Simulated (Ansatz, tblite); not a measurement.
Cost and result up the ladder for the cluster K3O⁺ (4 atoms). Charge 1, multiplicity 1. Geometry: r2SCAN-D4/def2-TZVP.

```xyz
4

K    -1.046    1.165   -1.767
K     1.854    0.953    1.107
K    -0.808   -2.118    0.659
O    -0.001    0.001    0.001
```

Ansatz on 4 threads of Arm Neoverse V1 on a shared host; xTB runs through tblite on one thread. Times are rough, summed over both states, and most runs start from the orbitals of an earlier one. CCSD(T)/def2-TZVPP serves as the yardstick here, not as an exact answer. Differences are given only for rows in sets of like size (and for xTB, whose basis is part of the method), since another set adds its own error. The other state is a triplet at its own geometry, which has other bonds, so the gap mixes isomer and spin.

The xTB rows come from tblite. Correlated methods freeze 16 core orbitals; core or outer-core shells of K are correlated, in sets that lack core-valence functions. At PBE0-D4/def2-TZVP a singlet of charge 1 lies 1.79 eV below the triplet, each at its own geometry. The structure comes from a short search, and lower isomers may exist.

Correlated methods converge slowly with the basis.

xTB has no spin-polarisation term.

| level | functions | wall time | triplet − singlet (eV) | difference from CCSD(T)/def2-TZVPP (eV) |
| --- | --- | --- | --- | --- |
| GFN1-xTB | 16 | 0.005 s | 2.62 | 0.74 |
| GFN2-xTB | 16 | 0.01 s | 0.76 | -1.12 |
| HF/STO-3G | 44 | 0.4 s | -1.26 | – |
| LDA (SPW92)/def2-TZVP | 130 | 2.5 s | 2.64 | 0.77 |
| MP2/def2-TZVP | 130 | 3 s | 2.36 | 0.48 |
| PBE-D4/def2-TZVP | 130 | 5.3 s | 2.09 | 0.21 |
| RPA@PBE/def2-TZVP | 130 | 7.2 s | 1.53 | -0.34 |
| BLYP-D4/def2-TZVP | 130 | 8.8 s | 2.03 | 0.15 |
| PBE0-D4/def2-TZVP | 130 | 9.5 s | 1.79 | -0.09 |
| B2PLYP/def2-TZVP | 130 | 11 s | 2.04 | 0.16 |
| PBE-QIDH/def2-TZVP (with forces) | 130 | 15 s | 1.93 | 0.06 |
| r2SCAN-D4/def2-TZVP | 130 | 20 s | 2.00 | 0.12 |
| ωB97M-V/def2-TZVP | 130 | 37 s | 2.07 | 0.19 |
| CCSD(T)/def2-TZVPP | 130 | 58 s | 1.88 | 0.00 |
